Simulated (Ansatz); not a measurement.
Consider the ligand exchange at the Al–S bond: `[SiH3][S][AlH][SH]` + CH₃NH₂ → `C[NH][AlH][SH]` + `[SiH3]S`.

Program: Ansatz. Geometries: PBE0-D4/def2-TZVP. ΔE: electronic, gas phase. CCSD(T)/CBS is the MP2 limit (def2-TZVPP, def2-QZVPP) plus CCSD(T) − MP2 in def2-TZVPP, frozen cores. Functionals use def2-TZVPP. B3LYP here is the variant with VWN-RPA as its local correlation; programs differ in this. HSE06 is defined as in plane-wave codes. Each species was taken in one conformer, which may not be the lowest.

```
         level  ΔE (kcal/mol)  difference from CCSD(T)/CBS
   LDA (SPW92)            6.8                         -0.9
        PBE-D4            8.4                          0.7
     revPBE-D4            8.5                          0.8
     r2SCAN-D4            7.7                          0.0
        B97M-V            7.4                         -0.3
      HSE06-D4            8.9                          1.2
      BHLYP-D4            7.4                         -0.3
          BLYP            4.7                         -3.0
         B3LYP            5.3                         -2.4
       r2SCANh            7.8                          0.1
       r2SCAN0            8.0                          0.3
     CAM-B3LYP            4.7                         -3.0
   HF/def2-SVP            6.3                         -1.4
MP2/def2-QZVPP            8.0                          0.3
 MP2/CBS(def2)            8.4                          0.7
CCSD/CBS(def2)            7.2                         -0.5
   CCSD(T)/CBS            7.7                            0
```

Largest T1 diagnostic among the species: 0.012.

From BLYP to BHLYP (50 % exact exchange), in def2-TZVPP and without D4, ΔE moves by +1.1 kcal/mol. At CCSD(T), def2-SVP lies −1.7 kcal/mol from the extrapolated value and def2-TZVPP −0.9 kcal/mol. The D4 term adds +1.3 kcal/mol with B3LYP and +0.7 kcal/mol with PBE0; it sums over pairs of atoms, weighted by their polarisabilities, and B3LYP, whose exchange is more repulsive, gets the larger term.
